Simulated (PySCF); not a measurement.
How methods differ on the excitation energy of Mn

Mn [Ar] 3d5 4s2 (6S) → Mn [Ar] 3d7 (4F), as a difference of total energies. Computed with PySCF 2.14 in aug-cc-pVTZ (8s7p5d3f2g, 93 functions), with the non-relativistic Hamiltonian (point nucleus). Correlated levels: valence: [Ar] frozen. The calculations carry no spin-orbit coupling.

```csv
method,excitation energy (eV)
UHF,8.614
LDA,4.123
PBE,4.002
PBE0,5.013
r2SCAN,4.803
BLYP,3.903
B3LYP,4.702
PBEsol,4.093
TPSSh,4.329
MP2 (valence),5.834
SCS-MP2 (valence),5.622
```

**Question.** How much does correlation contribute at MP2 (valence)?

**Answer.** 5.834 − (8.614) = -2.780 eV, measured against UHF.

A first-order spin-orbit estimate (lowest level to lowest level, LS coupling) adds -0.053 eV.
